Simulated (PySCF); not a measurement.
An unknown shows these calculated signals:

¹H NMR (500 MHz, computed): δ 6.28 (m, 1H), 5.38 (m, 1H), 5.28 (m, 1H), 4.58 (s, 1H), 4.45 (m, 1H), 4.37 (m, 1H), 4.30 (m, 1H), 1.91 (m, 1H), 1.26 (m, 1H), 0.72 (br s, 2H).

¹³C{¹H} NMR (computed): δ 152.3 (CH), 119.8 (CH2), 80.3 (CH), 66.7 (CH2), 43.1 (CH2).

Non-relativistic Hamiltonian, rapidly exchanging positions averaged, one computed conformer, gas phase. Geometry from GFN2-xTB; GIAO PBE0/pcSseg-1 shieldings; PySCF 2.14.0 with density-fitted response routines.

References, each an isolated molecule treated in the same way: TMS for ¹H (31.72 ppm) and ¹³C (186.93 ppm).

Which of these does the molecule contain: an aldehyde, a CF3 group, a Si–H bond, a non-aromatic C=C double bond, a vinyl group CH=CH2, a Si–CH3 group?

## Answers


- An aldehyde: no.
- A CF3 group: no.
- A Si–H bond: yes (δH 4.58 (s)).
- A non-aromatic C=C double bond: yes.
- A vinyl group CH=CH2: yes (δC 119.8, 152.3; δH 5.38 (m), 5.28 (m), 6.28 (m)).
- A Si–CH3 group: no.

The data belong to SMILES C=C[C@@H]1CCO[Si@H](N)O1, C$_{5}$H$_{11}$NO$_{2}$Si; they needn't prove each group on their own.

Carbon signals by region: 2 in the sp2 and nitrile region (100–160 ppm), 2 at 50–100 ppm, 1 below 50 ppm.

OH and NH positions are those of a molecule without intermolecular hydrogen bonds; in solution they move with solvent, concentration and temperature, and exchange usually removes their couplings. Shifts are as computed. Against solution values, carbons near 30 ppm lie about +3 ppm off and those near 130 ppm about +5 ppm. Of 1211 compounds with measured shifts, 218 miss one by over three times the rms of a fit or turn the order of signals round; such compounds aren't used in these exercises. Multiplicities follow the n + 1 count of equivalent neighbours, as no J values were calculated; m marks all less simple cases, F and P coupling included.
